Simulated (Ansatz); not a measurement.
Stretching the P1–O2 bond in PO (multiplicity 2 held). Energies count from the point at 1.480 Å.


Restricted levels (R-, RO-) in cc, def2 and unpolarised 6-31G sets keep to the state of the molecule at rest. Unrestricted levels (U-) break spin symmetry where that is lower. Active spaces are followed from rest. Levels need not reach the same state.

Frozen-core correlation.

The values were computed with Ansatz (an electronic-structure program) with Gaussian orbitals. Each number belongs to the level named beside it.

Energies in kcal/mol.

```
R (Å)  RO-r2SCAN/cc-pV(T+d)Z  U-wB97X-V/cc-pV(T+d)Z  CASSCF(11,8)/cc-pV(T+d)Z  FIC-MRCISD on CASSCF(11,8)/cc-pV(T+d)Z  FIC-MRCISD+Q on CASSCF(11,8)/cc-pV(T+d)Z
-----  ---------------------  ---------------------  ------------------------  --------------------------------------  ----------------------------------------
1.184                  118.6                  116.7                     121.2                                   121.0                                     122.1
1.332                   21.3                   19.8                      23.0                                    22.5                                      22.9
1.480                    0.0                    0.0                       0.0                                     0.0                                       0.0
1.628                   11.5                   14.2                       9.2                                     9.9                                       9.6
1.776                   35.6                   42.0                      30.2                                    31.7                                      31.1
1.998                   77.1                   79.7                      64.3                                    67.0                                      66.3
2.220                  115.2                  106.2                      90.1                                    95.1                                      94.5
2.590                  163.8                  130.8                     108.9                                   119.5                                     119.8
2.960                  197.8                  139.7                     113.4                                   127.0                                     127.7
3.404                  221.2                  143.5                     114.5                                   129.3                                     130.2
3.996                  237.2                  144.9                     114.9                                   130.1                                     131.0
4.735                  245.4                  145.3                     115.0                                   130.2                                     131.2
5.919                  249.1                  145.4                     115.0                                   130.3                                     131.3
```

Doubts at one or more of the structures used: a restricted determinant that unrestricted orbitals would lower (RO-r2SCAN/cc-pV(T+d)Z); a spin-contaminated determinant (U-wB97X-V/cc-pV(T+d)Z).
